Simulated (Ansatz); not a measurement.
```yaml
crystal:
  periodic: [false, false, false]
  atoms:
    - {symbol: C, position_ang: [-1.296089, -1.465528, 0.542439]}
    - {symbol: C, position_ang: [-0.263892, -0.378438, 0.294244]}
    - {symbol: C, position_ang: [-0.487613, 0.803437, 1.221084]}
    - {symbol: C, position_ang: [1.145280, -0.927162, 0.432149]}
    - {symbol: O, position_ang: [-0.500128, 0.022277, -1.073484]}
    - {symbol: Sn, position_ang: [0.514759, 1.382079, -1.962089]}
    - {symbol: F, position_ang: [0.413826, 3.100025, -1.173236]}
    - {symbol: F, position_ang: [-0.160481, 1.547399, -3.713165]}
    - {symbol: F, position_ang: [2.366401, 1.022395, -2.122692]}
    - {symbol: H, position_ang: [-1.206816, -1.846300, 1.561975]}
    - {symbol: H, position_ang: [-2.303595, -1.070258, 0.404174]}
    - {symbol: H, position_ang: [-1.149966, -2.293002, -0.153519]}
    - {symbol: H, position_ang: [-1.487838, 1.216885, 1.079795]}
    - {symbol: H, position_ang: [-0.383011, 0.498835, 2.264523]}
    - {symbol: H, position_ang: [0.241282, 1.600155, 1.038175]}
    - {symbol: H, position_ang: [1.315026, -1.300673, 1.444158]}
    - {symbol: H, position_ang: [1.307911, -1.746085, -0.270894]}
    - {symbol: H, position_ang: [1.897244, -0.154842, 0.238164]}
basis:
  gaussian: {orbitals: ANO-RCC-VTZP, fitting: {mean_field: cc-pVTZ-jkfit}, nuclear_model: gaussian}
hamiltonian: {xc: {name: LC-wPBE}, pseudopotentials: {relativity: scalar}}
accuracy: high
output: {forces: true}
```

```sh
$ ansatz run in.yaml --threads 4 --pin off --events-out ev --progress --plain --max-ram 46080MiB --backend cuda --devices 0, --max-vram 37GiB
```

It prints (some lines left out):

```
Functional definition: LC-wPBE
Error: <dir> the basis set cc-pVTZ-JKFIT has no functions for Sn
```

Run time 0.91 s (4 threads of an AMD EPYC 7R13 on a shared host and a share of an NVIDIA H100 80 GB); peak host memory 0.75 GiB.
